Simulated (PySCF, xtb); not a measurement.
C₄H₆OSe, SMILES O=C1CC[C@@H]1[SeH].

GFN2-xTB (xtb) at its own geometry gives an orbital gap of 2.60 eV and a dipole moment of 3.37 D.

Geometry optimised at B3LYP-D3(BJ)/def2-SVP. The structure was generated by enumeration; whether it is a known compound was not checked. One conformer was computed; it need not be the lowest.

**Question.** What does PySCF with ωB97X/def2-TZVP give? (The exact figures need the calculation; the answer reports its results.)

**Answer.** gap 9.86 eV (levels -9.02 and 0.84 eV), dipole 2.59 D.
